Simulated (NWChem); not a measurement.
System: ZnH, doublet; SMILES [ZnH]

Input file for NWChem:

```
start job
memory heap 200 mb stack 900 mb global 1100 mb
geometry units angstroms noautoz
  Zn     0.000000     0.000000     0.019871
  H      0.000000     0.000000    -1.614066
end
basis spherical
  Zn library 6-31g*
  H library 6-31g*
end
dft
  odft
  mult 2
  xc xctpssh
  iterations 150
  mulliken
end
task dft energy
```

Coordinates come from a PBE0/def2-SVP, spin-unrestricted optimisation. The spin multiplicity was typed, not searched, and may not be the lowest. No stability test was run on the SCF state.

### Question
Predict the main results of this run. (TPSSh/6-31G* (spherical d), spin-unrestricted.) Quantities: energy (Ha); highest occupied level (eV); lowest empty minus highest occupied level, either spin (eV); dipole (D); <S²>.

### Answer
```yaml
energy (Ha): -1779.57
highest occupied level (eV): -4.74
lowest empty minus highest occupied level, either spin (eV): 1.81
dipole (D): 0.60
"<S²>": 0.755
```
